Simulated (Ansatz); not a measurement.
`C=[CH][AlH][OH]` + `C[SiH](O)F` → `C[Si](O)(F)[AlH][OH]` + ethylene  (formal exchange of groups at the Al–C bond)

Program: Ansatz. Geometries: PBE0-D4/def2-TZVP. ΔE: electronic, gas phase. CCSD(T)/CBS adds triple-zeta CCSD(T) − MP2 to the extrapolated MP2 energy (def2 sets, frozen cores). This one scheme is used for every species. Functionals use def2-TZVPP. B3LYP here is the variant with VWN-RPA as its local correlation; programs differ in this. One conformer a species, not always the lowest.

CCSD(T)/CBS gives +0.25 eV.

(1) Another level gave +0.28 eV. Which?
A. PBE-D4/def2-TZVPP
B. B2PLYP/def2-TZVPP
C. PBE0/def2-TZVPP
D. B3LYP/def2-TZVPP

Largest T1 diagnostic among the species: 0.013.

Answers

(1) B. B2PLYP 0.28, B3LYP 0.23, PBE-D4 0.10, PBE0 0.17 eV.

From PBE to PBE0 (25 % exact exchange), in def2-TZVPP and without D4, ΔE moves by +0.06 eV.
